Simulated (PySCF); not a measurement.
C₂H₅BrOSi.
Numbering: `[SiH3:1][O:2]/[CH:3]=[CH:4]\[Br:5]` (hydrogens: H6, H7, H8 on Si1; H9 on C3; H10 on C4)

A GFN2-xTB structure was refined with PBE0-D3(BJ)/def2-SVP geometry optimisation, gas phase (PySCF). Its GFN2-xTB values:

| coordinate | GFN2-xTB |
| --- | --- |
| Si1–O2 | 1.657 Å |
| Si1–H6 | 1.417 Å |
| O2–C3 | 1.337 Å |
| C3=C4 | 1.314 Å |
| C3–H9 | 1.072 Å |
| C4–Br5 | 1.860 Å |
| C4–H10 | 1.110 Å |
| Si1–O2–C3 | 138.9° |
| O2–C3–C4 | 127.4° |
| C3–C4–Br5 | 127.5° |
| Si1–O2–C3–C4 | 0° |

Question: How do these coordinates change at the PBE0-D3(BJ)/def2-SVP level?

Answer: 
```json
{"coordinate": "Si1–H6", "PBE0-D3(BJ)/def2-SVP (Å or °)": "1.489", "change": "+0.072"}
{"coordinate": "Si1–O2", "PBE0-D3(BJ)/def2-SVP (Å or °)": "1.687", "change": "+0.030"}
{"coordinate": "C3–H9", "PBE0-D3(BJ)/def2-SVP (Å or °)": "1.097", "change": "+0.025"}
{"coordinate": "C3=C4", "PBE0-D3(BJ)/def2-SVP (Å or °)": "1.338", "change": "+0.024"}
{"coordinate": "C4–H10", "PBE0-D3(BJ)/def2-SVP (Å or °)": "1.089", "change": "-0.021"}
{"coordinate": "C4–Br5", "PBE0-D3(BJ)/def2-SVP (Å or °)": "1.878", "change": "+0.018"}
{"coordinate": "O2–C3", "PBE0-D3(BJ)/def2-SVP (Å or °)": "1.330", "change": "-0.007"}
{"coordinate": "C3–C4–Br5", "PBE0-D3(BJ)/def2-SVP (Å or °)": "124.4", "change": "-3.1"}
{"coordinate": "O2–C3–C4", "PBE0-D3(BJ)/def2-SVP (Å or °)": "129.8", "change": "+2.4"}
{"coordinate": "Si1–O2–C3", "PBE0-D3(BJ)/def2-SVP (Å or °)": "137.3", "change": "-1.6"}
{"coordinate": "Si1–O2–C3–C4", "PBE0-D3(BJ)/def2-SVP (Å or °)": "16", "change": "+16"}
```

The energy falls by 4.0 kcal/mol over 9 energy and gradient evaluations, the largest force component goes from 0.0376 to 1.3e-04 Eh/bohr, and the atoms move by 0.105 Å rms after alignment. The bond that changes most is Si1–H6 (oxygen-bound silicon to Si–H hydrogen), which lengthens by 0.072 Å. Bonds longer at the end by more than 0.005 Å: 7 of 9; shorter: 2. Among the dihedrals that turn most is Si1–O2–C3–C4, from 0° to 16°. Rotational constants go from 4474, 1511, 1145 to 4373, 1493, 1130 MHz.

The run used 117 basis functions and 62 SCF cycles in all. Hardware: one thread of an Arm Neoverse V2, shared host with 96 logical CPUs at a one-minute load of 37. Cost: 50 s wall, 0.50 GiB resident at most.

PBE0-D3(BJ)/def2-SVP frequencies: not computed here. One conformer, not necessarily the lowest.
